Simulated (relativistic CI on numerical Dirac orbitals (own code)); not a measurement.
**What each ingredient does to the levels of Nd⁵⁶⁺**

Base calculation: Dirac-Coulomb-Breit CI, KLI orbitals optimised for each configuration, QED by a radiative potential, unscaled Slater integrals.

Configurations in the expansion (outside the closed core 1s2): 2s², 2s2p, 2p², 2p3s, 2p3p, 2s3s, 2s3p, 2s3d, 2s4s, 2s4p, 2s4d, 2s4f, 3s², 3s3p, 3p². Levels of other configurations are missing.

The lowest level and the first level of each name with at least 55 % of one term (blank where a level has no safe partner in the second run):

| Level | Base (eV) | Shift (eV) |
| --- | --- | --- |
| 2s² ¹S0 | 0.00 | 0.00 |
| 2s2p ³P°0 | 122.07 | +0.61 |
| 2s2p ³P°1 | 148.85 | -2.01 |
| 2p² ³P0 | 351.44 | -3.76 |
| 2s2p ³P°2 | 701.50 | +0.73 |
| 2s2p ¹P°1 | 773.42 | -6.62 |
| 2p² ³P1 | 897.48 | -0.15 |
| 2p² ¹D2 | 914.41 | -2.22 |
| 2p² ³P2 | 1486.93 | -1.28 |
| 2p² ¹S0 | 1541.31 | -6.61 |
| 2s3s ³S1 | 6829.86 | -0.88 |
| 2s3s ¹S0 | 6854.83 | -3.14 |
| 2s3p ³P°0 | 6888.98 | -1.51 |
| 2s3p ³P°1 | 6889.87 | -1.65 |

At this charge energies of transitions that change n are usually good to better than 1 %, and those within a shell (Δn = 0) to a few per cent.

(1) One thing was changed in a second run, which moved the levels as shown. Which?
A. one mean potential for all configurations
B. valence Slater integrals scaled by 0.9
C. configuration mixing switched off
D. QED terms removed
E. Breit term removed

Results:

(1) B. Valence Slater integrals scaled by 0.9. Scaling acts on the splittings between terms and on the mixing, and leaves the fine structure of pure LS terms nearly alone; in jj coupling it moves the levels of one term differently.

LS names give the leading component of a level, which can be under half, so a name can repeat, a term be missing and a line seem to break the LS rules.
